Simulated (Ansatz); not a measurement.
```yaml
crystal:
  periodic: [false, false, false]
  atoms:
    - {symbol: C, position_ang: [-1.962712, 0.400356, -0.812386]}
    - {symbol: B, position_ang: [-0.685392, -0.497951, -0.651723]}
    - {symbol: N, position_ang: [0.432197, -0.191258, 0.124389]}
    - {symbol: C, position_ang: [1.571255, -1.075373, 0.218469]}
    - {symbol: C, position_ang: [0.603220, 1.005570, 0.913012]}
    - {symbol: H, position_ang: [-2.121290, 0.623332, -1.873577]}
    - {symbol: H, position_ang: [-2.848639, -0.165020, -0.501596]}
    - {symbol: H, position_ang: [-1.967543, 1.347983, -0.270322]}
    - {symbol: H, position_ang: [-0.639170, -1.548829, -1.236957]}
    - {symbol: H, position_ang: [1.401439, -1.962750, -0.388587]}
    - {symbol: H, position_ang: [1.742823, -1.385456, 1.256511]}
    - {symbol: H, position_ang: [2.484076, -0.577906, -0.131379]}
    - {symbol: H, position_ang: [-0.265443, 1.653852, 0.826963]}
    - {symbol: H, position_ang: [0.746296, 0.757243, 1.971511]}
    - {symbol: H, position_ang: [-1.912712, 0.400356, -0.812386]}
basis:
  gaussian: {orbitals: def2-TZVP}
hamiltonian: {xc: {name: HF}}
```

```sh
$ ansatz run in.yaml --threads 2 --pin off --events-out ev --progress --plain --max-ram 32768MiB --backend cpu
```

Output, abridged:

```
Functional definition: HF
1546 factors; their error is unknown
mean field evaluation 1: about -4046.6970 eV, gradient 7.5e1 eV
mean field evaluation 2: about -4054.3364 eV, gradient 4.1e1 eV
mean field evaluation 4: about -4057.7711 eV, gradient 2.9e0 eV
mean field evaluation 8: about -4057.7991 eV, gradient 1.5e-1 eV
mean field -4057.87455205 eV, -149.1241392617 hartree, gradient 7.3e-5 eV, S^2 0.000000; 0 other end points of the search recorded, 0 dependent functions left out
reference -4057.87455205 eV, -149.1241392617 hartree; 20, 20 occupied and 195, 195 virtual orbitals, 1546 factors
Total energy: -4057.87455205 eV, -149.1241392617 hartree
```

Task: Something in this input is off. What?

Result: One atom was put on top of another. The run converged. The result belongs to that input, not to the molecule as meant.
